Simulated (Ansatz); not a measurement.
boron oxyfluoride (SMILES O=BF) moved off its minimum; all values from Ansatz (a quantum-chemistry and plane-wave program), cores frozen in correlated methods.
(charge 0, multiplicity 1)
```xyz
3

F      0.08737    -0.01506    -1.19468
B     -0.08138    -0.06178     0.05033
O     -0.06439    -0.04650     1.31687
```

| level | largest force (eV/Å) | on atom | rms difference from CCSD(T)/aug-cc-pVTZ (eV/Å) | dipole (D) |
|---|---|---|---|---|
| HF/def2-TZVPP | 6.56 | B2 | 1.158 | 2.90 |
| PBE/def2-TZVPP | 5.23 | B2 | 0.124 | 2.39 |
| r2SCAN/def2-TZVPP | 5.38 | B2 | 0.205 | 2.50 |
| B3LYP/def2-TZVPP | 5.70 | B2 | 0.320 | 2.51 |
| wB97M-V/def2-TZVPP | 5.85 | B2 | 0.359 | 2.57 |
| MP2/aug-cc-pVTZ | 4.96 | B2 | 0.146 | 2.40 |
| CCSD(T)/aug-cc-pVTZ | 5.20 | B2 | 0.000 | 2.44 |

The differences count from one level among others, with limits of its own. Forces at CCSD(T)/aug-cc-pVTZ (eV/Å):

| atom | Fx | Fy | Fz |
|---|---|---|---|
| F1 | -0.109 | -0.050 | -1.765 |
| B2 | 0.496 | 0.205 | 5.170 |
| O3 | -0.388 | -0.155 | -3.405 |
